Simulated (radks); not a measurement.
Spin polarisation of the 5d9 shell in Pt. Start: [Xe] 4f14 5d(up 4.5, down 4.5) 6s(up 0.5, down 0.5); electrons of 5d are moved from spin down to spin up, other shells keep equal spins. Calculated with a radial shooting solver on a logarithmic mesh with Libxc functionals: scalar-relativistic Kohn-Sham, LDA (Slater exchange, Perdew-Wang correlation), spin-polarised, spherical densities, point nucleus.

| moment (Bohr magnetons) | E - E(0) (eV) | e(5d up) (eV) | e(5d down) (eV) | 6s down minus up (eV) | 5p down minus up (eV) |
|---|---|---|---|---|---|
| 0 | 0.000 | -6.375 | -6.375 | 0.000 | 0.000 |
| 0.25 | -0.008 | -6.439 | -6.310 | 0.066 | 0.126 |
| 0.5 | -0.032 | -6.502 | -6.244 | 0.132 | 0.253 |
| 0.75 | -0.073 | -6.563 | -6.176 | 0.198 | 0.379 |
| 1 | -0.129 | -6.623 | -6.106 | 0.264 | 0.506 |

At moment 1 the spin-polarisation energy is -0.129 eV and the 5d exchange splitting 0.516 eV, that is 0.516 eV per Bohr magneton; E = -I m^2/4 would give I = 0.516 eV.
